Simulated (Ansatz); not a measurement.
C6H15In, triplet, geometry from GFN2-xTB (such geometries of metal compounds can be far from the true shape) (a higher spin typed on purpose: for a closed-shell molecule this is an excited state) (all electrons, no relativity). Base run: Ansatz (an electronic-structure program) with PBE0/3-21G.

Here is a job for Ansatz.
Ansatz 0.2 input:
```yaml
crystal:
  periodic: [false, false, false]
  atoms:
    - {symbol: In, position_ang: [-0.23398741, -0.36152694, -0.55690864]}
    - {symbol: C, position_ang: [2.16381966, 0.40889531, -0.09475373]}
    - {symbol: C, position_ang: [2.51571723, 1.70987648, -0.74761026]}
    - {symbol: H, position_ang: [2.64110285, -0.45326256, -0.55793624]}
    - {symbol: H, position_ang: [2.28567277, 0.40099473, 0.98308425]}
    - {symbol: H, position_ang: [1.99831936, 2.53973899, -0.26927802]}
    - {symbol: H, position_ang: [2.25803581, 1.69830154, -1.80830774]}
    - {symbol: H, position_ang: [3.59211231, 1.90687548, -0.67461138]}
    - {symbol: C, position_ang: [-0.49591561, -2.45485353, 0.67538283]}
    - {symbol: C, position_ang: [-0.97858066, -2.08439410, 2.05953176]}
    - {symbol: H, position_ang: [0.49850946, -2.90378075, 0.70372527]}
    - {symbol: H, position_ang: [-1.18637427, -3.13331750, 0.17328037]}
    - {symbol: H, position_ang: [-1.97782826, -1.64700889, 2.01874353]}
    - {symbol: H, position_ang: [-0.30685733, -1.35785533, 2.52126457]}
    - {symbol: H, position_ang: [-1.02572651, -2.95958466, 2.71632037]}
    - {symbol: C, position_ang: [-0.66583161, 1.62724689, 1.02650925]}
    - {symbol: C, position_ang: [-1.21381092, 2.71681817, 0.15505427]}
    - {symbol: H, position_ang: [0.22334432, 1.90576306, 1.57847157]}
    - {symbol: H, position_ang: [-1.41138158, 1.16033134, 1.66486430]}
    - {symbol: H, position_ang: [-2.08016909, 2.36680371, -0.41100790]}
    - {symbol: H, position_ang: [-0.45981656, 3.07228126, -0.54863506]}
    - {symbol: H, position_ang: [-1.53594834, 3.57700467, 0.75386113]}
basis:
  gaussian:
    orbitals: 3-21G.json
hamiltonian:
  xc: pbe0
magnetization: {spin_polarized: true, initial_magnetization: 2}
```
The basis file holds 3-21G in the JSON format of the Basis Set Exchange.

Variants of this job, named by their change:

```tsv
change	basis functions	E (Eh)
base	117	-5953.18396
basis = jorge-DZP-DKH; relativity = none	213	-5919.04623
basis = x2c-SVPall; relativity = spin-free X2C; nucleus = Gaussian	195	-6117.12505
basis = ANO-RCC-VDZP; relativity = none	202	-5827.82405
basis = ANO-RCC-VDZP; relativity = spin-free X2C; nucleus = Gaussian	202	-6117.84123
basis = x2c-SVPall; relativity = spin-free X2C	195	-6117.23532
basis = x2c-SVPall; relativity = none	195	-5861.23978
basis = jorge-DZP-DKH; relativity = spin-free X2C; nucleus = Gaussian	213	-6112.85840
basis = ANO-RCC-VDZP; relativity = spin-free X2C	202	-6117.98747
basis = jorge-DZP-DKH; relativity = spin-free X2C	213	-6112.98336
```

Absolute energies of different levels of theory aren't comparable as measures of quality.

Ansatz warned in this series: the basis is contracted for relativity, which the run leaves out.

Basis sets contracted for a relativistic Hamiltonian are a mismatch without it, so the rows without relativity aren't non-relativistic limits. No row has spin-orbit coupling; sets with core potentials leave out the core electrons.
